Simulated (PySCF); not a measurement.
# Tc²⁺ (technetium, charge +2) across methods

[Kr] 4d4 5p1, one real determinant (an excited configuration). All numbers are calculated (PySCF 2.14, scalar relativity by spin-free X2C-1e, in x2c-TZVPPall with one added diffuse shell each of s, p, d, f type (9s7p7d3f1g, 95 functions)).

```
   method  E (hartree)  mean ε 4p β (eV)  mean ε 4d α (eV)  mean ε 5p α (eV)  Σ⟨r²⟩ (bohr²)   ⟨S²⟩
     BP86     -4284.55           -64.835           -28.041           -15.932          38.08  8.750
CAM-B3LYP     -4284.27           -68.692           -31.150           -17.317          38.28  8.751
      PBE     -4283.65           -64.639           -28.013           -15.821          38.21  8.751
      UHF  -4281.90758           -73.312           -34.727           -17.674          38.94  8.753
  LC-wPBE     -4283.64           -69.890           -32.735           -18.360          38.16  8.751
   revPBE     -4283.87           -64.600           -27.988           -15.794          38.23  8.751
     PBE0     -4283.73           -67.180           -29.898           -16.399          38.25  8.751
   r2SCAN     -4284.05           -65.422           -28.468           -15.847          38.14  8.751
      LDA     -4279.13           -64.936           -28.036           -15.933          38.09  8.750
```

⟨L²⟩ = 8.01 against 12 for a pure F term, so this real determinant mixes terms.
